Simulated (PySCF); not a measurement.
## Mercury: a sound run and one with changed settings

Sound run: Hg [Xe] 4f14 5d10 6s2, Hg⁺ [Xe] 4f14 5d10 6s1. Computed with PySCF 2.14 in aug-cc-pVDZ-PP with ECP60MDF, with a scalar-relativistic core potential. In the sound run the correlated levels freeze 5s2 5p6 outside the core potential. The sound run starts from symmetry-adapted Hartree-Fock orbitals and uses a fine grid where one is needed.

A second run was set up differently.

```
species  method  sound run (hartree)  changed run (hartree)  converged
     Hg     MP2           -152.92198             -153.06801        yes
    Hg⁺     MP2           -152.54107             -152.68153        yes
```

Ionisation energy of Hg:

```json
{"method": "UHF", "sound run (eV)": "8.541", "changed run (eV)": "8.541"}
{"method": "MP2", "sound run (eV)": "10.365", "changed run (eV)": "10.517"}
{"method": "SCS-MP2", "sound run (eV)": "10.307", "changed run (eV)": "10.411"}
```

(1) What was changed?
A. all electrons correlated in a valence basis
B. basis contracted for another Hamiltonian
C. minimal basis
D. level shift left on

## Answers

(1) A. A valence basis has no tight correlating functions, so it recovers only part of the core correlation, and not evenly between atom and ion.
